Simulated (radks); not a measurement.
Results of a calculation; reference values are marked as such.
Spherical quantum dot in the effective-mass picture: electrons in a parabolic well V = omega^2 r^2 / 2 with omega = 0.0701, with a point charge +1 (a donor) at the centre, all in effective atomic units (hartree* = m*/eps^2 hartree, bohr* = eps/m* bohr), one dielectric constant everywhere. Level of theory: non-relativistic Kohn-Sham, exchange-only LDA, spin-polarised, spherical densities (a radial shooting solver with Libxc functionals). Levels are named by radial order and angular momentum (1s, 1p, 1d, 2s, ...), and open shells are averaged over m. Results are scaled to m* = 0.043 and eps = 8.3, for which hartree* = 16.98 meV and bohr* = 10.21 nm.

N = 14, configuration 1s2 1p(up 3, down 0) 1d(up 5, down 0) 2s(up 1, down 0) 1f(up 3, down 0). This is the lowest configuration that the search found (a dilute case). Occupied levels:

| level | occupation | eigenvalue (meV) | <r> (nm) |
|---|---|---|---|
| 1s up | 1 | 22.003 | 63.17 |
| 1s down | 1 | 22.196 | 23.33 |
| 1p up | 3 | 22.400 | 104.5 |
| 2s up | 1 | 22.487 | 70.96 |
| 1d up | 5 | 22.769 | 111.6 |
| 1f up | 3 | 23.235 | 118.1 |

Energy (meV): total 169.732, kinetic 18.905, external 19.516, Hartree 155.90, exchange-correlation -24.586.

Electron density:

| r (nm) | n(r) (e/nm^3) |
|---|---|
| 4.24 | 0.0001344 |
| 14.9 | 0.00002237 |
| 25.5 | 5.293e-06 |
| 36.2 | 1.663e-06 |
| 46.8 | 7.752e-07 |
| 57.5 | 6.569e-07 |
| 68.1 | 8.214e-07 |
| 78.8 | 1.079e-06 |
| 89.4 | 1.296e-06 |
| 100 | 1.369e-06 |
| 111 | 1.249e-06 |
| 121 | 9.677e-07 |
| 132 | 6.303e-07 |
| 143 | 3.407e-07 |
| 153 | 1.520e-07 |
| 164 | 5.533e-08 |
| 175 | 1.678e-08 |
| 185 | 4.238e-09 |
| 196 | 8.911e-10 |
| 207 | 1.538e-10 |
